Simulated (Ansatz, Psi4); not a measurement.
Psi4 was given this input:
```
memory 2 GB

molecule {
0 2
C    -1.16378327    2.32077789   -0.05444850
C    -0.20918460    1.61039233    0.46448743
Si    0.17195920   -0.25332511   -0.23780180
O     0.23081552   -0.04888493   -1.75200223
O    -1.03336833   -0.98953057    0.58055555
C    -2.35345598   -0.98209564    0.15310211
O     1.42126644   -0.66730468    0.71372810
C     2.75347124   -0.53276168    0.33469852
H    -1.42283444    3.29964269    0.33355655
H    -1.73379526    1.99095718   -0.90701580
H     0.43190449    1.84288055    1.29258962
H    -2.42452562   -1.17284166   -0.91923206
H    -2.88925905   -1.75808322    0.70236234
H    -2.81735583   -0.01255099    0.36673452
H     3.33276586   -1.29381403    0.86055344
H     3.12893806    0.45592086    0.61599108
H     2.87473949   -0.65767598   -0.74160333
}

set {
  basis sto-3g
  reference uks
  scf_type pk
  puream true
  d_convergence 1e-8
  dft_radial_points 99
  dft_spherical_points 590
}

energy('b3lyp5')
print_variables()
```

Question: Give the equivalent Ansatz (an electronic-structure program) input.

Answer: This is not unique; one that fits is 
Ansatz 0.2 input:
```yaml
crystal:
  periodic: [false, false, false]
  atoms:
    - {symbol: C, position_ang: [-1.16378327, 2.32077789, -0.05444850]}
    - {symbol: C, position_ang: [-0.20918460, 1.61039233, 0.46448743]}
    - {symbol: Si, position_ang: [0.17195920, -0.25332511, -0.23780180]}
    - {symbol: O, position_ang: [0.23081552, -0.04888493, -1.75200223]}
    - {symbol: O, position_ang: [-1.03336833, -0.98953057, 0.58055555]}
    - {symbol: C, position_ang: [-2.35345598, -0.98209564, 0.15310211]}
    - {symbol: O, position_ang: [1.42126644, -0.66730468, 0.71372810]}
    - {symbol: C, position_ang: [2.75347124, -0.53276168, 0.33469852]}
    - {symbol: H, position_ang: [-1.42283444, 3.29964269, 0.33355655]}
    - {symbol: H, position_ang: [-1.73379526, 1.99095718, -0.90701580]}
    - {symbol: H, position_ang: [0.43190449, 1.84288055, 1.29258962]}
    - {symbol: H, position_ang: [-2.42452562, -1.17284166, -0.91923206]}
    - {symbol: H, position_ang: [-2.88925905, -1.75808322, 0.70236234]}
    - {symbol: H, position_ang: [-2.81735583, -0.01255099, 0.36673452]}
    - {symbol: H, position_ang: [3.33276586, -1.29381403, 0.86055344]}
    - {symbol: H, position_ang: [3.12893806, 0.45592086, 0.61599108]}
    - {symbol: H, position_ang: [2.87473949, -0.65767598, -0.74160333]}
basis:
  gaussian:
    orbitals: STO-3G
hamiltonian:
  xc: b3lyp5
magnetization: {spin_polarized: true, initial_magnetization: 1}
accuracy: high
```

Both were run: Psi4 gave -664.237635 Eh and Ansatz -664.237636 Eh, 0.000 mEh apart.
